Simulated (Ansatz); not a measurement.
Basis-set extrapolation for Cl$_{2}$HOSSi (`O[Si]([S])(Cl)Cl`) radical (PBE0-D4/def2-TZVP geometry, frozen core, Ansatz). Multiplicity 2, UHF reference.

|  | def2-TZVPP | def2-QZVPP |
| --- | --- | --- |
| HF | -1681.168493 | -1681.217800 |
| MP2 correlation | -0.867058 | -0.950855 |
| CCSD(T) correlation | -0.958706 | not run |

Energies in hartree. Use E(X) = E(∞) + A·exp(−7.88·√X) for Hartree–Fock and E(X) = E(∞) + B·X^(−2.97) for correlation, with X = 3 and 4, and add CCSD(T) minus MP2 of the smaller set to the MP2 limit.

Question: What is the CCSD(T) energy at the basis-set limit?

Answer: HF limit: -1681.217800 + (-0.049307) × 0.13774 = -1681.22459. MP2 limit: -0.950855 + (-0.083797) × 0.74074 = -1.01293. Higher-order term: -0.958706 − (-0.867058) = -0.09165. Total: -1682.32917 hartree, 5.50 eV below CCSD(T)/def2-TZVPP.
